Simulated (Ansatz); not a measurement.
Species: H₂AlBrS₂, SMILES `[SH][Al]([SH])[Br]` (H–S–Al–Br torsion -180°, Br–Al–S–H torsion -180°) (charge 0, multiplicity 1).

Problem. Give a relaxed geometry from r2SCAN-D4/def2-TZVP in Ansatz (a program for electronic structure).

Solution. This is not unique; one that fits is the end point of this relaxation, one of several conformers (outside a Z-matrix the atoms follow the SMILES, hydrogens last).
Cartesian coordinates (Å) in one orientation:
```xyz
6

S     -1.878    -0.383     0.364
Al    -0.050     0.694    -0.106
S      1.920    -0.207    -0.277
Br    -0.209     2.907    -0.441
H     -1.251    -1.570     0.463
H      1.468    -1.446    -0.009
```
